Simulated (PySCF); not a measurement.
A structure optimised at PBE-D3(BJ)/def2-SVP, used in a PySCF frequency run:

```xyz
7

F      2.0010    -0.2490     1.3159
Si     1.3586     0.4822     0.0000
F      2.0010    -0.2490    -1.3159
Si    -0.9638    -0.0100     0.0000
F     -1.3604    -1.5812     0.0000
F     -1.6278     0.6723    -1.3109
F     -1.6278     0.6723     1.3109
```
Charge 0, spin multiplicity 2.

Question: Write its SMILES, formula and point group.

Answer: F[Si](F)[Si](F)(F)F, F₅Si₂, Cs

Question: What are its rotational constants (standard atomic weights)?

Answer: 2.4694, 1.1500, 1.0168 GHz
